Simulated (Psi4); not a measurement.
Intermolecular potential of H3N ··· F- (SMILES N and [F-]) (charge -1). Monomers: optimised at B3LYP-D3(BJ) (def2-TZVP), held rigid. Orientation: lowest of the rigid-body minima from ten starts at GFN2-xTB. The monomers approach along the line of their centres of mass (distance R); nothing else relaxes.

Computed with Psi4 with SAPT0/jun-cc-pVDZ, frozen core.

Components in kcal/mol:

```json
[
 {"R / Å": "2.12", "electrostatics": "-66.67", "exchange": "124.38", "induction": "-45.15", "dispersion": "-9.05", "total": "3.51"},
 {"R / Å": "2.17", "electrostatics": "-59.65", "exchange": "105.58", "induction": "-39.20", "dispersion": "-7.88", "total": "-1.15"},
 {"R / Å": "2.36", "electrostatics": "-39.26", "exchange": "56.30", "induction": "-23.46", "dispersion": "-4.68", "total": "-11.10"},
 {"R / Å": "2.65", "electrostatics": "-22.09", "exchange": "21.48", "induction": "-11.74", "dispersion": "-2.18", "total": "-14.53"},
 {"R / Å": "2.81", "electrostatics": "-16.86", "exchange": "12.65", "induction": "-8.41", "dispersion": "-1.46", "total": "-14.07"},
 {"R / Å": "2.96", "electrostatics": "-13.49", "exchange": "7.73", "induction": "-6.31", "dispersion": "-1.03", "total": "-13.10"},
 {"R / Å": "3.40", "electrostatics": "-8.08", "exchange": "1.88", "induction": "-3.07", "dispersion": "-0.40", "total": "-9.67"},
 {"R / Å": "3.64", "electrostatics": "-6.52", "exchange": "0.89", "induction": "-2.20", "dispersion": "-0.25", "total": "-8.08"},
 {"R / Å": "4.08", "electrostatics": "-4.74", "exchange": "0.23", "induction": "-1.29", "dispersion": "-0.11", "total": "-5.91"},
 {"R / Å": "4.94", "electrostatics": "-2.95", "exchange": "0.02", "induction": "-0.55", "dispersion": "-0.03", "total": "-3.50"},
 {"R / Å": "5.80", "electrostatics": "-2.02", "exchange": "0.00", "induction": "-0.27", "dispersion": "-0.01", "total": "-2.30"},
 {"R / Å": "7.12", "electrostatics": "-1.28", "exchange": "0.00", "induction": "-0.11", "dispersion": "0.00", "total": "-1.39"}
]
```
